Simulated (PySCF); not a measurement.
A structure optimised at PBE-D3(BJ)/def2-SVP, used in a PySCF frequency run:

```
Sn
O 1 1.8547
F 1 1.9449 2 131.29
F 1 1.9449 2 131.29 3 180.00
```
Charge 0, spin multiplicity 1.

Problem. Write its SMILES, formula and point group.

Solution. [O]=[Sn]([F])[F], F2OSn, C2v

Problem. What are its rotational constants (standard atomic weights)?

Solution. 6.2279, 4.3756, 2.5700 GHz
